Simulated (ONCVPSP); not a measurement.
# PBE ONCV dataset for arsenic (As), fully relativistic all-electron reference.

```
Element                 : As (Z = 33)
Generator               : ONCVPSP 4.0.1
Type                    : optimised norm-conserving Vanderbilt (ONCV)
Functional              : PBE
Relativity              : fully relativistic
Frozen core             : [Ne] 3s2
Valence charge          : 21
Reference configuration : 3p6 3d10 4s1.75 4p3.25
Partial waves           : 4s: rc 1.70 bohr, ncon 4, nbas 7, qcut 3.8 1/bohr, 1 projector; 3p+4p: rc 1.05 bohr, ncon 4, nbas 9, qcut 13.5 1/bohr, 2 projectors; 3d: rc 0.80 bohr, ncon 3, nbas 8, qcut 22.3 1/bohr, 1 projector
Local potential         : polynomial inside 0.50 bohr (lpopt 5, dvloc0 0 Ha)
Core correction         : Teter function fitted to the true core (icmod 2), fcfact 0.4
```

Open shells are filled in proportion to 2j + 1.

All-electron outer shells of the reference configuration (PBE, scalar-relativistic, ld1.x):

```
shell  level (eV)  outermost node (bohr)  outermost maximum (bohr)
   2p    -1304.08                      –                      0.14
   3s     -190.74                   0.25                      0.52
   3p     -134.11                   0.22                      0.52
   3d      -41.07                      –                      0.47
   4s      -14.72                   0.73                      1.61
   4p       -5.36                   0.78                      1.97
```

**Question.** Does the generator finish with these settings?

**Answer.** Yes, a potential is produced and its reference levels are reproduced.

**Question.** Estimate the cutoffs (Ha) at which the residual kinetic energy of the hardest occupied pseudo-wave falls to 1 and 0.1 mHa per electron.

**Answer.** 174 Ha and 197 Ha.

**Question.** What does a ghost test show?

**Answer.** Ghosts flagged at negative energy: s at -670.4 eV; no localised positive-energy state flagged. A true bound ghost makes a file unfit for plane-wave use.

**Question.** Which valence shell sets the plane-wave cutoff?

**Answer.** 3d: 174 Ha for 1 mHa per electron, against 64 Ha for 3p.

**Question.** Tests: 3p6 3d10 4s2 4p3; 3p6 3d10 4s2 4p2; 3p6 3d10 4s2 4p1; 3p6 3d10 4s1 4p3. Which has the largest error in its energy relative to the reference configuration, and how large is it?

**Answer.** 3p6 3d10 4s2 4p1, with +6.8 meV (all-electron minus pseudo) on +24.74 eV.
